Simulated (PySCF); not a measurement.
**How methods differ on the ionisation energy of Zn⁺**

Zn⁺ [Ar] 3d10 4s1 (2S) → Zn²⁺ [Ar] 3d10 (1S), as a difference of total energies. Calculation: PySCF 2.14, in aug-cc-pVDZ-PP with ECP10MDF; a scalar-relativistic core potential. Correlated levels: valence: 3s2 3p6 frozen. The calculations carry no spin-orbit coupling.

```
           method  ionisation energy (eV)
              UHF                  16.801
             MN15                  17.668
              LDA                  18.897
    MP2 (valence)                  17.678
SCS-MP2 (valence)                  17.534
```

Question: How much does correlation contribute at MP2 (valence)?

Answer: 17.678 − (16.801) = 0.877 eV, measured against UHF.

Errors of the correlated levels include the incompleteness of this basis and the frozen core.

For comparison: 17.964 eV (measured; NIST Atomic Spectra Database, ionization energies).
